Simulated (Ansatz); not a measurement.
Stepwise reaction of `OB(S)S` with hydrogen, as a gas-phase model of exchange steps in deposition or etching. ΔE in kJ/mol.

Isolated molecules relaxed with PBE0-D4/def2-TZVP in Ansatz; ΔE leaves out vibrations. CCSD(T)/CBS adds triple-zeta CCSD(T) − MP2 to the extrapolated MP2 energy (def2 sets, frozen cores). This one scheme is used for every species. Functionals use def2-TZVPP. B3LYP here is the variant with VWN-RPA as its local correlation; programs differ in this. Each species was taken in one conformer, which may not be the lowest.

| step | reaction | PBE-D4 | B3LYP-D4 | ωB97M-V | CCSD(T)/CBS |
| --- | --- | --- | --- | --- | --- |
| 1 | `OB(S)S` + H₂ → `OBS` + H₂S | 45.7 | 38.1 | 37.7 | 38.9 |
| 2 | `OBS` + H₂ → `BO` + H₂S | 64.4 | 53.9 | 53.5 | 54.2 |

Q: By hand: ΔE of the 2 steps together at CCSD(T)/CBS.

A: (38.9) + (54.2) = 93.1 kJ/mol, or 46.5 kJ/mol a step.

In ΔE each step is higher than the one before. All are uphill at CCSD(T)/CBS. PBE-D4 differs from CCSD(T)/CBS by 6.8 to 10.2 kJ/mol a step. Isolated molecules leave out the surface, adducts and barriers. Largest T1 diagnostic: 0.014.
